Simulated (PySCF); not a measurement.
## Working out the ionisation energy of Sb⁺

Sb⁺ [Kr] 4d10 5s2 5p2 (3P) → Sb²⁺ [Kr] 4d10 5s2 5p1 (2P). Calculation: PySCF 2.14, in def2-QZVPPD with the def2 core potential (28 electrons) (8s6p5d4f1g, 88 functions); a scalar-relativistic core potential. Frozen: nothing. Energies in hartree (1 hartree = 27.21139 eV):

```tsv
part	Sb⁺ (lower)	Sb²⁺ (upper)
UHF	-238.962902	-238.374740
MP2 opposite-spin	-0.430153	-0.420048
MP2 same-spin	-0.233133	-0.223528
```

Problem. What does Hartree-Fock give?

Solution. (-238.374740) − (-238.962902) = 0.588162 hartree = 16.005 eV.

Problem. What do MP2 and SCS-MP2 (6/5 opposite-spin, 1/3 same-spin) give?

Solution. The opposite-spin parts differ by 0.275 eV and the same-spin parts by 0.261 eV. MP2: 16.005 + (0.275) + (0.261) = 16.541 eV. SCS-MP2: 16.005 + 1.2 × (0.275) + (0.261)/3 = 16.422 eV.

Reference: 16.626 ± 0.025 eV (measured; NIST Atomic Spectra Database, ionization energies), between the lowest levels; spin-orbit coupling is absent from the calculation.

What remains against the reference includes basis incompleteness and correlation beyond second order.
